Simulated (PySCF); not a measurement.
## Correlation energy of Pb⁺ (lead, charge +1)

[Xe] 4f14 5d10 6s2 6p1, 2P determinant. Calculation: PySCF 2.14, in x2c-QZVPPall (16s10p9d6f1g, 142 functions); scalar relativity by spin-free X2C-1e. Frozen: [Xe] 4f14 5d10; 3 electrons correlated.

MP2 pair energies summed by pair of shells (mhartree):

| pair | energy | share (%) |
| --- | --- | --- |
| 6s-6s | -16.67 | 56.5 |
| 6s-6p | -12.84 | 43.5 |

Total MP2 correlation energy: -29.51 mhartree.

Same-spin part -2.25 and opposite-spin part -27.25 mhartree; SCS-MP2 scales them by 1/3 and 6/5 to -33.46 mhartree.
